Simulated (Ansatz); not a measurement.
Born–Oppenheimer molecular dynamics of CH6ClFSi (10 atoms, charge 0, multiplicity 1). It starts at the highest image of a converged band. Of that band: Neighbouring images differ by up to 1.6 eV, so the band resolves the path poorly. A vibrational analysis at the climbing image gives one clearly imaginary mode, 740i cm⁻¹: a first-order saddle point.

Level of theory: RKS PBE/def2-SVP in Ansatz 0.2.0.

```json
{
 "ensemble": "NVE (velocity Verlet)",
 "time step": "0.5 fs",
 "steps asked": "200",
 "starting velocities drawn for": "300 K",
 "seed": "11544"
}
```

First frame:

```xyz
10
Properties=species:S:1:pos:R:3
Si -0.501 -0.891 -0.157
C 0.473 1.016 0.038
H 0.292 -2.000 -0.762
H -1.742 -1.079 0.649
Cl -1.421 -0.175 -1.960
H 0.646 0.049 0.891
F 0.530 -1.081 1.442
H 1.174 1.484 0.776
H -0.435 1.644 0.024
H 0.985 1.034 -0.941
```

**Question.** How far do the bonds stretch over the last three quarters of this one trajectory? (Pairs bonded in most of those frames.)

**Answer.** 
```tsv
bond	mean (Å)	spread (Å)	shortest	longest
Si1–C2	1.886	0.077	1.78	2.02
Si1–H3	1.504	0.040	1.44	1.56
Si1–H4	1.502	0.022	1.47	1.54
Si1–Cl5	2.121	0.077	2.01	2.23
C2–H8	1.111	0.007	1.10	1.13
C2–H9	1.109	0.020	1.08	1.14
C2–H10	1.110	0.020	1.08	1.14
H6–F7	0.936	0.013	0.92	0.96
```

Mean temperature of the second half: 1079 K. The conserved energy stayed within 0.12 meV per atom of its start (net change 0.061 meV per atom), so the integration is sound. The kinetic energy rose, since the run started high on the potential surface and went downhill. It ends in pieces (CH5ClSi + FH), so much of that is their flight and rotation, not heat. A run of 0.1 ps of so small a system gives no equilibrium averages. The orbitals stay closed-shell, which can raise the energy where a bond breaks towards radicals; this wasn't checked here.

Run time: 3.7 min on 2 threads of AMD EPYC 7B13 (Zen 3), with other jobs on the host, peak memory 0.14 GiB.
